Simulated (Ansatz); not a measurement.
`[F][GeH]` + `C[Se][GaH2]` → `[CH3][Ge][F]` + `[GaH2][SeH]`  (redistribution)

Program: Ansatz. Geometries: PBE0-D4/def2-TZVP. ΔE: electronic, gas phase. CBS: MP2 limit from def2 TZ/QZ plus the TZ coupled-cluster correction, frozen cores. Functionals use def2-TZVPP. B3LYP here is the variant with VWN-RPA as its local correlation; programs differ in this. HSE06 is defined as in plane-wave codes. For Ga, Ge, Se outer-core shells are correlated without core-valence functions, which leaves a few kJ/mol of doubt a bond. Scalar relativity is left out up to krypton.

```csv
level,ΔE (eV)
PBE0-D4,-0.60
HSE06-D4,-0.60
BHLYP-D4,-0.59
ωB97M-V,-0.62
PBE-QIDH,-0.63
B3LYP,-0.60
r2SCANh,-0.65
BHLYP,-0.61
```

(1) What does CCSD(T)/CBS give? (Best estimate.)

Largest T1 diagnostic among the species: 0.014.

Answers

(1) Ansatz gave: -0.63 eV. The listed levels differ from it by 0.03, 0.03, 0.04, 0.01, 0.00, 0.03, -0.02, 0.02 eV.

Leaving LDA and LC-ωPBE aside and taking each functional with its dispersion term where it has one, the values, not all of them listed here, spread over 0.10 eV, from r2SCAN0-D4 to BLYP-D4. LDA lies −0.05 eV from PBE without D4.
